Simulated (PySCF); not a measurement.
```xyz
4
charge 0 multiplicity 3, angstrom
Cu    0.0000    0.0000    0.0000
Cl    2.0931    0.0000    0.0000
Cl   -1.0466    1.8127    0.0000
Cl   -1.0466   -1.8127    0.0000
```

All numbers come from UPBE0/[Cu def2-TZVP, Cl def2-TZVP], no relativity, density fitting, PySCF.

This geometry of CuCl₃ is a stationary point at this level.

Task: What is the point group?

Result: D3h.

Task: Is it a minimum?

Result: Yes: all harmonic wavenumbers are real.

Task: List the harmonic modes with their infrared intensities.

Result: 
```tsv
symmetry	ω (cm⁻¹)	IR (km/mol, summed over degenerate members)
a2''	92	5.8
e'	100	0.8
a1'	331	0.0
e'	408	84.0
```

Task: What are the dipole moment and the gap between the highest occupied and lowest empty levels of either spin?

Result: 0.00 D and 2.21 eV.

In D3h the vibrations span a2'' + 2e' + a1'. The a1' mode carries no infrared intensity, as symmetry demands.

Other isomers or separated fragments may lie lower. With open d or f shells other occupations or spin states may lie lower. At this level a triplet minimum of Cs symmetry lies 16 kJ/mol below this structure.
